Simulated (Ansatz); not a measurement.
`FC(F)(F)c1cc2sc(-c3cc4sc(-c5cc6sc(-c7cc8sc(-c9cc%10sc(-c%11cc%12sc(C(F)(F)F)cc%12s%11)cc%10s9)cc8s7)cc6s5)cc4s3)cc2s1`, relaxed as a singlet with RKS r2SCAN-D4/def2-SVP in Ansatz, starting from the GFN2-xTB geometry. Force threshold 0.03 eV/Å.

Single mean-field runs in def2-SVP are fitted with def2-universal-jkfit.

Start:

Cartesian coordinates in Å:
```
F 3.055 -16.795 8.926
C 2.474 -15.836 9.668
F 1.305 -16.336 10.094
F 3.248 -15.701 10.762
C 2.290 -14.563 8.925
C 1.120 -13.872 8.780
C 1.318 -12.720 8.005
S 0.305 -11.443 7.438
C 1.667 -10.697 6.619
C 1.480 -9.493 5.883
C 0.312 -8.785 5.717
C 0.504 -7.651 4.925
S -0.516 -6.379 4.353
C 0.840 -5.641 3.515
C 0.650 -4.441 2.778
C -0.480 -3.658 2.724
C -0.296 -2.542 1.904
S -1.279 -1.199 1.442
C 0.025 -0.559 0.452
C -0.158 0.649 -0.273
C -1.250 1.486 -0.256
C -1.078 2.579 -1.109
S -2.035 3.952 -1.542
C -0.781 4.504 -2.643
C -0.962 5.692 -3.403
C -2.030 6.559 -3.386
C -1.850 7.619 -4.280
S -2.771 9.008 -4.732
C -1.520 9.503 -5.860
C -1.667 10.693 -6.631
C -0.732 11.263 -7.466
C -1.222 12.427 -8.072
S -0.574 13.572 -9.190
C -2.071 14.463 -9.141
C -2.210 15.704 -9.945
F -1.884 15.535 -11.238
F -1.427 16.706 -9.497
F -3.466 16.173 -9.926
C -3.014 13.919 -8.316
C -2.528 12.754 -7.704
S -3.164 11.604 -6.586
C -0.456 8.629 -5.876
C -0.645 7.570 -4.986
S 0.284 6.185 -4.539
C 0.311 3.666 -2.656
C 0.143 2.584 -1.789
S 1.104 1.216 -1.356
C 1.150 -1.352 0.491
C 0.968 -2.466 1.315
S 1.958 -3.798 1.795
C 2.008 -6.351 3.678
C 1.817 -7.482 4.476
S 2.838 -8.749 5.053
C 2.833 -11.405 6.788
C 2.634 -12.548 7.573
S 3.654 -13.824 8.133
H 0.183 -14.184 9.201
H -0.626 -9.085 6.146
H -1.384 -3.886 3.259
H -2.122 1.308 0.347
H -2.890 6.423 -2.754
H 0.252 10.867 -7.628
H -3.993 14.336 -8.168
H 0.407 8.744 -6.503
H 1.178 3.835 -3.268
H 2.050 -1.125 -0.051
H 2.945 -6.055 3.243
H 3.773 -11.109 6.362
```

(1) Estimate the energy that the relaxation releases and the steps that it takes.

(2) Does the start keep its bonding and symmetry?

(3) Predict the relaxed structure.

Answers

(1) 0.29 eV, in 5 steps; 19 s on 11 threads of AMD EPYC 7R13 on a shared host and a whole NVIDIA H100 80GB HBM3. No frequencies were taken in this run, so the end may be a saddle point.

(2) By distances, no bond broke or formed. The bond that changes most is C31–H62, from 1.07 to 1.09 Å (atoms count from 1).

(3) 
```xyz
68

F     3.079  -16.944    9.030
C     2.502  -15.982    9.773
F     1.321  -16.450   10.208
F     3.291  -15.808   10.850
C     2.312  -14.721    9.002
C     1.132  -14.024    8.853
C     1.333  -12.863    8.069
S     0.321  -11.577    7.494
C     1.683  -10.816    6.676
C     1.481   -9.595    5.943
C     0.308   -8.863    5.792
C     0.506   -7.721    4.990
S    -0.504   -6.430    4.424
C     0.848   -5.688    3.570
C     0.647   -4.473    2.832
C    -0.493   -3.675    2.774
C    -0.303   -2.557    1.936
S    -1.284   -1.213    1.443
C     0.025   -0.565    0.456
C    -0.169    0.649   -0.285
C    -1.271    1.501   -0.282
C    -1.086    2.594   -1.153
S    -2.034    3.974   -1.609
C    -0.767    4.539   -2.698
C    -0.953    5.745   -3.454
C    -2.023    6.635   -3.422
C    -1.837    7.705   -4.322
S    -2.751    9.111   -4.761
C    -1.520    9.603   -5.921
C    -1.676   10.804   -6.701
C    -0.725   11.404   -7.521
C    -1.234   12.567   -8.138
S    -0.593   13.741   -9.242
C    -2.107   14.611   -9.225
C    -2.256   15.862  -10.023
F    -1.941   15.674  -11.317
F    -1.457   16.850   -9.576
F    -3.521   16.308   -9.967
C    -3.065   14.038   -8.417
C    -2.563   12.870   -7.797
S    -3.200   11.686   -6.702
C    -0.451    8.713   -5.952
C    -0.634    7.650   -5.048
S     0.283    6.244   -4.610
C     0.334    3.687   -2.698
C     0.148    2.595   -1.827
S     1.095    1.215   -1.377
C     1.163   -1.365    0.513
C     0.972   -2.484    1.348
S     1.952   -3.828    1.838
C     2.022   -6.421    3.721
C     1.822   -7.565    4.521
S     2.832   -8.857    5.084
C     2.861  -11.534    6.845
C     2.656  -12.688    7.635
S     3.671  -13.975    8.199
H     0.189  -14.352    9.289
H    -0.639   -9.156    6.248
H    -1.406   -3.902    3.326
H    -2.156    1.325    0.332
H    -2.887    6.503   -2.769
H     0.286   11.015   -7.644
H    -4.066   14.454   -8.294
H     0.406    8.835   -6.616
H     1.223    3.864   -3.305
H     2.083   -1.131   -0.026
H     2.971   -6.123    3.273
H     3.815  -11.226    6.413
```
Bond lengths: 37 × C–C 1.38 to 1.49 Å; 24 × C–S 1.73 to 1.76 Å; 6 × C–F 1.34 to 1.35 Å; 12 × C–H 1.09 Å.
